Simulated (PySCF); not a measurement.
# Correlation energy of Sc (scandium, neutral)

[Ar] 3d1 4s1 4p1, one real determinant (an excited configuration). Computed with PySCF 2.14 in def2-TZVPPD (6s6p4d2f1g, 67 functions), with no relativity, point nucleus. Frozen: [Ne]; 11 electrons correlated.

| level | correlation energy (mhartree) |
| --- | --- |
| CCSD | -224.50 |
| (T) | -4.68 |
| CCSD(T) | -229.18 |

Diagnostics: T1 = 0.015, D1 = 0.0558, largest double amplitude 0.056.

Q: Is a single reference adequate?

A: Yes: T1 lies below 0.03 and no double amplitude reaches 0.07.

The reference is one real determinant that mixes LS terms of this configuration.

This basis was not built for core-valence correlation, so the inner-shell part is incomplete.
